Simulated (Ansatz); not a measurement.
Gas-phase electronic energies from Ansatz, PBE0-D4/def2-TZVP geometries. CBS: MP2 limit from def2 TZ/QZ plus the TZ coupled-cluster correction, frozen cores. This one scheme is used for every species. DFT in def2-TZVPP. HSE06 is defined as in plane-wave codes. def2 core potentials past Kr. For Se, Sn outer-core shells are correlated without core-valence functions, which leaves a few kJ/mol of doubt a bond. Scalar relativity is left out up to krypton. Each species was taken in one conformer, which may not be the lowest.

`[SeH][SnH2][SeH]` + PH₃ → `P[SeH]` + `[SeH][SnH3]`  (ligand exchange at the Se–Sn bond)

`[SeH][SnH2][SeH]`:

Cartesian coordinates in Å:
```
Se -0.090 1.965 -1.147
Sn -0.179 -0.485 -0.519
Se 1.652 -1.152 1.096
H -0.758 2.354 0.102
H -1.692 -0.807 0.196
H 0.115 -1.358 -1.948
H 0.953 -0.517 2.221
```

PH₃:

Cartesian coordinates in Å:
```
P 0.209 -0.040 0.540
H -0.695 0.976 0.133
H -0.551 -1.070 -0.074
H 1.038 0.134 -0.599
```

`P[SeH]`:

Z-matrix (Å, degrees):
```
P
Se 1 2.263
H 1 1.419 2 96.7
H 1 1.419 2 96.7 3 -93.8
H 2 1.468 1 92.8 3 -133.1
```

`[SeH][SnH3]`:

Cartesian coordinates in Å:
```
Se 1.741 0.212 -0.870
Sn -0.577 0.214 0.150
H 2.033 -1.129 -0.347
H -1.244 1.719 -0.280
H -0.460 0.056 1.844
H -1.492 -1.071 -0.497
```

```json
{"level": "LDA (SPW92)", "ΔE (kJ/mol)": "59.6", "difference from CCSD(T)/CBS": "-11.9"}
{"level": "PBE-D4", "ΔE (kJ/mol)": "62.3", "difference from CCSD(T)/CBS": "-9.2"}
{"level": "r2SCAN-D4", "ΔE (kJ/mol)": "65.3", "difference from CCSD(T)/CBS": "-6.2"}
{"level": "HSE06-D4", "ΔE (kJ/mol)": "63.8", "difference from CCSD(T)/CBS": "-7.7"}
{"level": "CAM-B3LYP-D4", "ΔE (kJ/mol)": "64.8", "difference from CCSD(T)/CBS": "-6.7"}
{"level": "ωB97M-V", "ΔE (kJ/mol)": "63.6", "difference from CCSD(T)/CBS": "-7.9"}
{"level": "B2PLYP", "ΔE (kJ/mol)": "66.0", "difference from CCSD(T)/CBS": "-5.5"}
{"level": "PBE-QIDH", "ΔE (kJ/mol)": "65.4", "difference from CCSD(T)/CBS": "-6.1"}
{"level": "revPBE", "ΔE (kJ/mol)": "60.2", "difference from CCSD(T)/CBS": "-11.3"}
{"level": "HSE06", "ΔE (kJ/mol)": "62.0", "difference from CCSD(T)/CBS": "-9.5"}
{"level": "CAM-B3LYP", "ΔE (kJ/mol)": "62.7", "difference from CCSD(T)/CBS": "-8.8"}
{"level": "RPA@PBE/def2-TZVPP", "ΔE (kJ/mol)": "62.4", "difference from CCSD(T)/CBS": "-9.1"}
{"level": "HF/def2-SVP", "ΔE (kJ/mol)": "71.3", "difference from CCSD(T)/CBS": "-0.2"}
{"level": "MP2/def2-TZVPP", "ΔE (kJ/mol)": "69.5", "difference from CCSD(T)/CBS": "-2.0"}
{"level": "SCS-MP2/def2-TZVPP", "ΔE (kJ/mol)": "67.1", "difference from CCSD(T)/CBS": "-4.4"}
{"level": "CCSD/def2-TZVPP", "ΔE (kJ/mol)": "65.5", "difference from CCSD(T)/CBS": "-6.0"}
{"level": "CCSD(T)/CBS", "ΔE (kJ/mol)": "71.5", "difference from CCSD(T)/CBS": "0"}
```

Largest T1 diagnostic among the species: 0.013.

Leaving LDA and LC-ωPBE aside and taking each functional with its dispersion term where it has one, the values, not all of them listed here, spread over 11.5 kJ/mol, from B97M-V to BHLYP-D4. At CCSD(T), def2-SVP lies +3.5 kJ/mol from the extrapolated value and def2-TZVPP −5.8 kJ/mol.
